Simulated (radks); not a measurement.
Results of a calculation; reference values are marked as such.
The nuclear charge of neutral iridium is varied continuously with 77 electrons held in [Xe] 4f14 5d7 6s2. Code: a radial shooting solver on a logarithmic mesh with Libxc functionals. Model: Dirac Kohn-Sham, PBE, spin-unpolarised, spherical densities, finite nucleus; open shells are shared between the two j in proportion to 2j + 1; Fermi nuclear charge, rms radius 5.4032 fm. By the Hellmann-Feynman theorem dE/dZ = E(electron-nucleus)/Z, the electronic potential at the nucleus (averaged over a nucleus of fixed radius).

Z,E (hartree),E(electron-nucleus)/Z (hartree),HOMO,e(HOMO) (eV),<r> HOMO (bohr)
76.8,-17738.4176,-579.435,5d5/2,-4.699,1.802
76.9,-17796.4210,-580.633,6s1/2,-5.567,2.943
77,-17854.5442,-581.832,6s1/2,-6.336,2.901
77.1,-17912.7873,-583.031,6s1/2,-7.125,2.860
77.2,-17971.1504,-584.231,6s1/2,-7.936,2.821
77.3,-18029.6335,-585.431,6s1/2,-8.765,2.785
77.4,-18088.2366,-586.632,6s1/2,-9.614,2.749
77.5,-18146.9598,-587.833,6s1/2,-10.481,2.715
77.6,-18205.8033,-589.036,6s1/2,-11.366,2.683
77.7,-18264.7670,-590.239,6s1/2,-12.269,2.652
77.8,-18323.8510,-591.442,6s1/2,-13.189,2.622
77.9,-18383.0555,-592.647,6s1/2,-14.126,2.593
78,-18442.3804,-593.852,6s1/2,-15.079,2.565

The central difference of E at Z = 77 is -581.832 hartree, to compare with the third column; the second derivative is -12 hartree.
